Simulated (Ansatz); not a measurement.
Reaction (cleavage of the B–B bond): `BBC[SiH3]` + `OB1CO1` → `BOB1CO1` + `BC[SiH3]`

Isolated molecules relaxed with PBE0-D4/def2-TZVP in Ansatz; ΔE leaves out vibrations. CCSD(T)/CBS adds triple-zeta CCSD(T) − MP2 to the extrapolated MP2 energy (def2 sets, frozen cores). DFT in def2-TZVPP. HSE06 is defined as in plane-wave codes. One conformer a species, not always the lowest.

`BBC[SiH3]`:

Cartesian coordinates in Å:
```
B -0.510 1.422 -1.588
B -0.084 -0.086 -1.097
C 0.899 -0.488 0.026
Si -0.117 -0.627 1.616
H -1.404 2.041 -1.079
H 0.018 1.951 -2.528
H -0.675 -0.984 -1.651
H 1.679 0.245 0.253
H 1.348 -1.477 -0.109
H -1.256 -1.566 1.441
H 0.754 -1.133 2.709
H -0.653 0.703 2.007
```

`OB1CO1`:

```xyz
7

O    -1.113   -0.422   -1.378
B    -0.416   -0.254   -0.245
C     0.634    0.270    0.701
O    -0.456   -0.732    1.000
H    -0.789    0.106   -2.110
H     0.512    1.195    1.259
H     1.628   -0.163    0.773
```

`BOB1CO1`:

Cartesian coordinates in Å:
```
B 0.778 0.253 1.887
O 0.337 -0.584 0.904
B -0.181 -0.212 -0.288
C -0.612 -0.405 -1.713
O -0.746 0.848 -0.860
H 1.093 -0.248 2.925
H 0.849 1.431 1.680
H -1.578 -0.824 -1.981
H 0.060 -0.259 -2.554
```

`BC[SiH3]`:

Cartesian coordinates in Å:
```
B 0.191 1.482 0.321
C -0.396 0.124 0.719
Si 0.102 -1.094 -0.647
H 1.308 1.781 0.637
H -0.430 2.236 -0.373
H -1.489 0.080 0.739
H 0.022 -0.311 1.632
H 1.580 -1.219 -0.731
H -0.473 -2.427 -0.330
H -0.416 -0.653 -1.968
```

```json
{"level": "r2SCANh-D4", "ΔE (kJ/mol)": "-118.3"}
{"level": "HSE06", "ΔE (kJ/mol)": "-113.9"}
{"level": "HF/def2-TZVPP", "ΔE (kJ/mol)": "-143.9"}
{"level": "CCSD/def2-TZVPP", "ΔE (kJ/mol)": "-128.2"}
```

Task: What does CCSD(T)/CBS give? (Best estimate.)

Result: Computed: -126.5 kJ/mol. The listed levels differ from it by 8.2, 12.6, -17.4, -1.7 kJ/mol.

Largest T1 diagnostic among the species: 0.015.

From BLYP to BHLYP (50 % exact exchange), in def2-TZVPP and without D4, ΔE moves by −10.8 kJ/mol. At CCSD(T), def2-SVP lies −12.8 kJ/mol from the extrapolated value and def2-TZVPP −1.1 kJ/mol.
